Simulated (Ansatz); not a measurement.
```xyz
4

Ga    0.0000    0.0000    0.0000
H     0.0000    0.0000    4.2840
S     0.0000    5.7605   -2.6862
F     3.9337   -2.2712   -2.1182
```

Basis set: pcseg-2 (spherical functions). Charge 0, multiplicity 2.

Computed with Ansatz (development build ahead of 0.2.0); each method stands on the lowest determinant of its kind that the runs found. Restricted functionals stand beside restricted open-shell atoms, which can lie above the unrestricted atoms usual in DFT and then raise those values.

Task: Give the atomization energy at this shape (free ground-state atoms in the same class of orbitals less the molecule, no zero-point energy) of doublet GaHSF in separate pieces by PBE0 (unrestricted), PBE0 (restricted open-shell), PBE (restricted open-shell), UHF.

Result:

| method | atomization energy |
| --- | --- |
| PBE0 (unrestricted) | 93.1 kJ/mol |
| PBE0 (restricted open-shell) | -84.3 kJ/mol |
| PBE (restricted open-shell) | 57.2 kJ/mol |
| UHF | 2.3 kJ/mol |

Caution: the shape is not the minimum. Caution for PBE0 (unrestricted), PBE0 (restricted open-shell), PBE (restricted open-shell): charge can spread falsely over distant fragments. Caution for PBE0 (unrestricted), UHF: the unrestricted determinant is a mixture of spin states. Caution for PBE0 (restricted open-shell): an unrestricted determinant lies well below. Caution for PBE (restricted open-shell): stretched shape with no unrestricted run beside it, a lower state can exist.
